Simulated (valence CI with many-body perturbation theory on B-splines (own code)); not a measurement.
## E1 transitions of K¹⁴⁺

Calculated by configuration interaction combined with many-body perturbation theory (CI+MBPT): three valence electrons over a frozen Dirac-Fock core [He], radial functions for each j: 11 s, 11 p, 10 d, 8 f, 5 g, 2 h, with the one-electron correlation potential Σ1 (screened to all orders), the two-electron term Σ2, the three-electron term Σ3, Breit, model QED; selected single and double excitations, second order for the rest, scaled by the run's own slope (own B-spline code, finite nucleus).

No measured spectrum was set against this ion. As an estimate, levels of excited configurations hold to 0.05 to 0.15 % of their energy, terms of the ground configuration to about 0.5 %.

Lines 101 to 150 of 531 in falling wavelength, among levels below 724.71 eV, chosen from the strongest by gf and those to the six lowest levels. Wavelengths and rates use the calculated energies, so an error of 400 cm⁻¹ moves a line at 57.93 nm by 0.23 % and its rate by three times that or more. Electric multipoles are in the length gauge, E1 and E2 with the static RPA response of the core. Weak lines are less certain than strong ones. Lines between different terms over intervals too small for the method are left out, as are lines whose strength nearly cancels. The highest levels of a list are the least certain.

Names give the largest LS component (configuration and term), which can be under half, so a name can repeat, a term be missing and a line seem to break the LS rules; names also repeat where a configuration has a term twice. Letters in brackets count levels of one name in rising energy.

| λ vac (nm) | Upper | Lower | A (s⁻¹) | log gf | Branch % |
| --- | --- | --- | --- | --- | --- |
| 57.93 | 2p²3p ²P°_3/2 [b] | 2p²3s ²D_5/2 | 1.27e+09 | -0.59 | 0.1 |
| 55.41 | 2p²3p ²D°_3/2 [b] | 2p²3s ²P_1/2 | 1.01e+09 | -0.73 | 0.1 |
| 36.43 | 2p²3p ²F°_7/2 | 2s2p3p ²D_5/2 [b] | 2.08e+09 | -0.48 | 0.4 |
| 35.95 | 2p³ ²D°_5/2 | 2s2p² ²P_3/2 | 1.84e+09 | -0.67 | 18.8 |
| 35.86 | 2p²3d ²D_3/2 [b] | 2s2p3d ²D°_3/2 [b] | 2.22e+09 | -0.77 | 0.0 |
| 34.32 | 2p²3s ²D_5/2 | 2s2p3s ²P°_3/2 [b] | 3.08e+09 | -0.49 | 0.4 |
| 34.21 | 2p²3d ²P_3/2 [b] | 2s2p3d ²P°_3/2 [b] | 2.25e+09 | -0.80 | 0.0 |
| 33.09 | 2p²3d ²F_7/2 [b] | 2s2p3d ²F°_7/2 [b] | 1.23e+09 | -0.79 | 0.0 |
| 27.79 | 2p²3d ²F_7/2 [a] | 2s2p3d ²F°_7/2 [a] | 1.70e+09 | -0.80 | 0.3 |
| 25.86 | 2p³ ²P°_3/2 | 2s2p² ²P_3/2 | 7.54e+09 | -0.52 | 34.6 |
| 25.77 | 2p²3p ⁴P°_5/2 | 2s2p3p ⁴P_5/2 | 2.43e+09 | -0.84 | 0.3 |
| 25.58 | 2p³ ²P°_1/2 | 2s2p² ²P_1/2 | 7.17e+09 | -0.85 | 32.2 |
| 25.46 | 2p²3p ²D°_3/2 [a] | 2s2p3p ²D_3/2 [a] | 4.71e+09 | -0.74 | 0.4 |
| 25.30 | 2p²3p ²D°_5/2 [a] | 2s2p3p ²D_5/2 [a] | 4.27e+09 | -0.61 | 0.4 |
| 24.37 | 2p²3d ²D_5/2 [a] | 2s2p3d ²F°_7/2 [a] | 3.69e+09 | -0.71 | 0.1 |
| 24.29 | 2p²3d ⁴F_9/2 | 2s2p3d ⁴F°_9/2 | 4.65e+09 | -0.39 | 61.1 |
| 24.13 | 2p²3d ⁴F_7/2 | 2s2p3d ⁴F°_7/2 | 2.69e+09 | -0.73 | 8.1 |
| 24.00 | 2s2p² ²D_5/2 | 2s²2p ²P°_3/2 | 3.33e+09 | -0.76 | 100.0 |
| 23.96 | 2p²3p ⁴D°_7/2 | 2s2p3p ⁴D_7/2 | 5.92e+09 | -0.39 | 0.9 |
| 23.80 | 2p²3p ⁴D°_5/2 | 2s2p3p ⁴D_5/2 | 2.94e+09 | -0.82 | 0.4 |
| 23.62 | 2p²3d ⁴D_7/2 | 2s2p3d ⁴F°_9/2 | 2.81e+09 | -0.73 | 8.3 |
| 23.43 | 2p²3d ²D_5/2 [c] | 2s2p3d ²D°_5/2 [b] | 3.28e+09 | -0.79 | 0.1 |
| 23.40 | 2p²3d ⁴P_5/2 | 2s2p3d ⁴D°_7/2 | 5.88e+09 | -0.54 | 0.1 |
| 23.34 | 2p²3s ²P_3/2 | 2s2p3s ²P°_3/2 [a] | 8.87e+09 | -0.54 | 0.9 |
| 23.29 | 2p²3d ²D_3/2 [a] | 2s2p3d ²F°_5/2 [a] | 5.45e+09 | -0.75 | 0.1 |
| 23.24 | 2p³ ²D°_3/2 | 2s2p² ²D_3/2 | 5.40e+09 | -0.76 | 55.7 |
| 23.22 | 2p²3s ⁴P_5/2 | 2s2p3s ⁴P°_5/2 | 6.18e+09 | -0.52 | 1.4 |
| 23.16 | 2p³ ²D°_5/2 | 2s2p² ²D_5/2 | 6.92e+09 | -0.48 | 70.8 |
| 23.07 | 2p³ ²D°_5/2 | 2s2p² ²D_3/2 | 8.83e+08 | -1.37 | 9.0 |
| 23.03 | 2p²3s ²P_1/2 | 2s2p3s ²P°_1/2 [a] | 9.14e+09 | -0.84 | 0.9 |
| 22.58 | 2p²3d ²D_5/2 [c] | 2s2p3d ²F°_7/2 [b] | 8.80e+09 | -0.39 | 0.3 |
| 22.56 | 2p²3p ²P°_3/2 [c] | 2s2p3p ²P_3/2 [b] | 4.75e+09 | -0.84 | 0.5 |
| 22.52 | 2s2p² ²D_3/2 | 2s²2p ²P°_1/2 | 3.89e+09 | -0.93 | 93.8 |
| 22.46 | 2p²3d ²D_3/2 [c] | 2s2p3d ²F°_5/2 [b] | 9.54e+09 | -0.54 | 0.3 |
| 22.42 | 2p²3p ²P°_3/2 [c] | 2s2p3p ²D_5/2 [b] | 1.00e+10 | -0.52 | 1.0 |
| 22.40 | 2p²3p ²P°_1/2 [c] | 2s2p3p ²D_3/2 [b] | 1.22e+10 | -0.74 | 1.1 |
| 21.06 | 2s2p3d ²F°_7/2 [b] | 2s²3d ²D_5/2 | 5.00e+09 | -0.57 | 0.1 |
| 20.92 | 2s2p3d ²F°_5/2 [b] | 2s²3d ²D_3/2 | 4.81e+09 | -0.72 | 0.1 |
| 20.63 | 2s2p4p ²D_5/2 [b] | 2s²4p ²P°_3/2 | 9.99e+09 | -0.42 | 2.3 |
| 20.57 | 2s2p4p ²D_3/2 [b] | 2s²4p ²P°_1/2 | 9.75e+09 | -0.61 | 2.4 |
| 20.50 | 2s2p4s ²P°_1/2 [b] | 2s²4s ²S_1/2 | 1.15e+10 | -0.84 | 3.0 |
| 20.49 | 2s2p4p ²P_3/2 [b] | 2s²4p ²P°_3/2 | 1.06e+10 | -0.57 | 2.1 |
| 20.49 | 2s2p4p ²P_1/2 [b] | 2s²4p ²P°_1/2 | 1.25e+10 | -0.80 | 2.4 |
| 20.47 | 2s2p4s ²P°_3/2 [b] | 2s²4s ²S_1/2 | 1.13e+10 | -0.55 | 3.0 |
| 20.43 | 2s2p4p ²S_1/2 [b] | 2s²4p ²P°_3/2 | 1.99e+10 | -0.60 | 4.0 |
| 20.40 | 2s2p3d ²D°_3/2 [b] | 2s²3d ²D_3/2 | 1.04e+10 | -0.58 | 0.2 |
| 20.40 | 2s2p3p ²D_5/2 [b] | 2s²3p ²P°_3/2 | 8.04e+09 | -0.52 | 3.9 |
| 20.37 | 2s2p3d ²D°_5/2 [b] | 2s²3d ²D_5/2 | 1.10e+10 | -0.39 | 0.2 |
| 20.29 | 2s2p3p ²P_3/2 [b] | 2s²3p ²P°_3/2 | 1.08e+10 | -0.57 | 1.7 |
| 20.23 | 2s2p3p ²D_3/2 [b] | 2s²3p ²P°_1/2 | 8.78e+09 | -0.67 | 2.2 |

(1) How does gf follow from A for the line at 22.46 nm?

Results:

(1) gf = 1.4992 × (2J+1)_upper × A / σ², with σ = 445229 cm⁻¹ and 2J+1 = 4: gf = 0.289.
